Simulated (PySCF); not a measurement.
# One molecule, several mistakes: Al3H4N

All numbers below are calculated, not measured. The program is PySCF 2.14.0, an open-source quantum chemistry code, run on an isolated molecule that a program drew, which may never have been made. The molecule is Al3H4N (charge 0, singlet), drawn as the SMILES string `[Al][NH][AlH][AlH2]`.

Each row is a Hartree-Fock (HF) and frozen-core CCSD(T) single point in the cc-pV(D+d)Z basis, meant for a local HF minimum. Run 1 is clean. Each other run has one planted mistake out of seven kinds, and not every kind appears here: one electron removed, one electron added, multiplicity raised by two, geometry at a saddle point, minimal basis STO-3G, one bond length entered in bohr, all coordinates scaled. The reference is restricted for singlets and unrestricted otherwise, and also for a bond in bohr. Adding or removing an electron swaps singlet and doublet. Electrons count all cores. HOMO and LUMO are orbital energies over both spins, the gradient is its largest component, and the lowest frequency (negative if imaginary) is given only where the gradient is small. Bond lengths are over the 7 bonds as drawn. T1 is the CCSD diagnostic: over 0.02 (restricted) or 0.045 (unrestricted) a single reference is doubtful.

Geometry of the clean run:
```xyz
8
Al3H4N, angstrom
Al   -0.8945   -3.1982    0.7728
N    -2.3821   -2.4795    0.0305
Al   -2.7177   -0.9308   -0.8158
Al   -0.7939    0.8327   -1.1642
H    -3.2057   -3.0684    0.0990
H    -4.2088   -0.7103   -1.3233
H    -1.0345    2.2210   -1.8996
H     0.6877    0.5685   -0.6476
```

```
run,electrons,basis functions,<S^2>,HOMO (eV),LUMO (eV),gradient (hartree/bohr),lowest frequency (cm^-1),mean bond (Å),longest bond (Å),T1,HF (hartree),CCSD(T) (hartree),mistake
1,50,103,0.000,-8.10,0.21,2.7e-05,23,1.7180,2.633,0.0161,-782.57152,-782.97745,no fault
2,50,103,0.000,-8.16,0.20,1.6e-02,-,1.7576,2.693,0.0169,-782.56821,-782.97629,all coordinates scaled
3,50,103,2.005,-6.69,-1.15,1.8e-02,-,1.7180,2.633,0.0215,-782.49289,-782.88730,multiplicity raised by two
4,49,103,0.759,-12.75,-6.47,3.4e-02,-,1.7180,2.633,0.0224,-782.30547,-782.67846,?
```

**Which mistake was planted in run 4, and what did it cost?**

It counts 49 electrons, one fewer than the clean run, at the same geometry and basis. So the mistake is: one electron removed. Subtracting run 1 and multiplying by 627.51 kcal/mol a hartree, the energy moved by 166.9 kcal/mol in HF and 187.6 kcal/mol in CCSD(T).

